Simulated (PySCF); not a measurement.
# Orbital energies and ionisation energy

C3H12GeOSi.
Z-matrix (Å and degrees, PBE0-D3(BJ)/def2-SVP geometry), rows numbered from 1:
```
C 
Si  1  1.8770
C   2  1.8775  1  110.19
C   2  1.8701  1  110.65  3  -122.53
O   2  1.6733  1  109.37  3   120.33
Ge  5  1.7707  2  135.15  1   -64.09
H   1  1.1020  2  110.99  3    63.40
H   1  1.1014  2  110.73  3  -176.84
H   1  1.1017  2  111.67  3   -56.64
H   3  1.1015  2  110.70  1   177.17
H   3  1.1018  2  111.84  1    56.92
H   3  1.1020  2  110.97  1   -63.17
H   4  1.1017  2  111.03  1    62.28
H   4  1.1010  2  110.72  1  -177.63
H   4  1.1010  2  110.94  1   -57.94
H   6  1.5428  5  109.30  2    60.25
H   6  1.5359  5  106.33  2  -179.98
H   6  1.5425  5  109.32  2   -60.22
```

Level: wB97X-D/def2-SVPD (PySCF). Frontier orbitals with their largest atomic shares (Löwdin; up to four atoms above 4 %):

```csv
orbital,ε (eV),main atoms
HOMO−3,-10.99,"O5 20 %, Ge6 20 %, H17 16 %, C4 13 %"
HOMO−2,-10.95,"O5 18 %, Ge6 17 %, C1 11 %, H16 11 %"
HOMO−1,-9.93,"O5 25 %, C4 22 %, Si2 15 %, C3 10 %"
HOMO,-9.75,?
LUMO,1.78,"Ge6 31 %, O5 11 %, Si2 11 %, H16 9 %"
LUMO+1,1.81,"Ge6 49 %, H17 10 %, H16 9 %, H18 9 %"
LUMO+2,2.67,"Ge6 20 %, C4 11 %, Si2 8 %, H13 7 %"
```

Problem. What vertical ionisation energy does ΔSCF give, and how far is −ε(HOMO) from it?

Solution. ΔSCF: 9.82 eV (947 kJ/mol; threshold wavelength 126 nm); ⟨S²⟩ of the doublet left behind is 0.759, against 0.75 for a pure doublet. −ε(HOMO) is 9.75 eV, 0.07 eV below it. For the exact functional −ε(HOMO) would equal the first vertical ionisation energy; wB97X-D (range-separated hybrid) comes within 0.07 eV of that here.

Problem. On which atoms does the HOMO lie?

Solution. O5 (oxygen bonded to Ge and Si) 33 %, C1 (Si-methyl carbon) 17 %, C3 (Si-methyl carbon) 14 %, Si2 (oxygen-bound silicon) 13 %, so no atom holds as much as 40 %. The HOMO−1 lies 0.18 eV lower.

Problem. With α = 95.0 au, estimate the like-pair dispersion coefficient by London's formula C6 = (3/4)α²I.

Solution. I = 0.3608 Eh, so C6 ≈ 2440 au, a rough estimate.

Problem. What kinetic energy would electrons from this vertical process carry with 118.2 nm light (10.49 eV)?

Solution. 10.49 − 9.82 = 0.67 eV.

Problem. What total energies stand behind the ΔSCF value?

Solution. E(N) = -2562.86944 Eh and E(N − 1) = -2562.50863 Eh at the same geometry, 0.36081 Eh apart.

Problem. How many of the 10 lowest singlet excitations (vertical TDDFT, same level) lie below the ionisation energy?

Solution. All 10; they run from 7.14 to 8.79 eV.

Geometry: PBE0-D3(BJ)/def2-SVP; no solvent, vibrations or thermal averaging. The calculation is non-relativistic, for germanium too.

Note: wB97X-D ran without an empirical dispersion term, which enters the total energy and its gradient alone.
